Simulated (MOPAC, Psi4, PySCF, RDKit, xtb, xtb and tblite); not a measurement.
Two geometries of SMILES [SiH2]([SiH2]C(C)C)C=C, relaxed at GFN2-xTB with one dihedral held; other torsions can differ between them too.

Structure A

```
21

C     -0.6342     1.4107    -1.0538
C      0.6208     1.0295    -1.2301
Si     1.3985    -0.5251    -0.5014
Si     1.6523    -2.1460    -2.1404
C      0.0252    -3.1142    -2.4353
C     -1.1022    -2.1764    -2.8563
C     -0.3833    -3.9059    -1.1972
H     -1.3111     0.8526    -0.4259
H     -1.0492     2.2963    -1.5121
H      1.2513     1.6349    -1.8719
H      0.5527    -0.9427     0.6284
H      2.6873    -0.1187     0.0797
H      2.6858    -3.1387    -1.8039
H      2.0500    -1.5881    -3.4446
H      0.1859    -3.8299    -3.2493
H     -1.3177    -1.4560    -2.0686
H     -2.0152    -2.7353    -3.0620
H     -0.8333    -1.6248    -3.7551
H     -1.2903    -4.4802    -1.3865
H     -0.5777    -3.2379    -0.3596
H      0.4019    -4.6001    -0.9046
```

Structure B

```
21

C      3.7469     1.0240    -0.0417
C      3.0849    -0.0915     0.2203
Si     1.4026    -0.5295    -0.5023
Si     1.6708    -1.6904    -2.4921
C      0.1082    -2.7187    -2.9049
C     -1.1280    -1.8284    -2.9846
C     -0.1113    -3.8339    -1.8876
H      3.3304     1.7903    -0.6760
H      4.7246     1.2363     0.3652
H      3.5560    -0.8241     0.8654
H      0.6529     0.7246    -0.6761
H      0.6874    -1.2810     0.5446
H      2.8075    -2.6271    -2.4853
H      1.9044    -0.7981    -3.6406
H      0.2465    -3.1862    -3.8859
H     -1.3220    -1.3549    -2.0229
H     -2.0083    -2.4103    -3.2580
H     -0.9950    -1.0462    -3.7293
H     -0.9823    -4.4335    -2.1521
H     -0.2774    -3.4208    -0.8940
H      0.7528    -4.4937    -1.8438
```

**Question.** Which is lower in energy at the level B3LYP-D3(BJ)/def2-SVP // GFN2-xTB in Psi4 1.11, and by how much?

**Answer.** A is lower, by 1.02 kcal/mol (dihedral C1–C2–Si3–Si4: 105° in A, 90° in B).

E(B) − E(A) in kcal/mol at the other levels, on the same two geometries: GFN2-xTB (xtb and tblite) 0.24; MMFF94 // GFN2-xTB (RDKit) 0.53; B3LYP/def2-SVP // GFN2-xTB (Psi4) 0.43; PBE/def2-SVP // GFN2-xTB (Psi4) 0.56; PBE-D3(BJ)/def2-SVP // GFN2-xTB (Psi4) 0.98; UFF // GFN2-xTB (RDKit) 0.32; PM6, restricted, heats of formation // GFN2-xTB (MOPAC) 0.16; AM1, restricted, heats of formation // GFN2-xTB (MOPAC) -0.05; GFN1-xTB // GFN2-xTB (xtb) 0.33; restricted B3LYP/6-31G*, spherical d, density fitting // GFN2-xTB (PySCF) 0.37; restricted Hartree-Fock/3-21G, density fitting // GFN2-xTB (PySCF) 0.30; restricted Hartree-Fock/6-31G*, spherical d, density fitting // GFN2-xTB (PySCF) 0.26; restricted Hartree-Fock/STO-3G // GFN2-xTB (PySCF) 0.31.
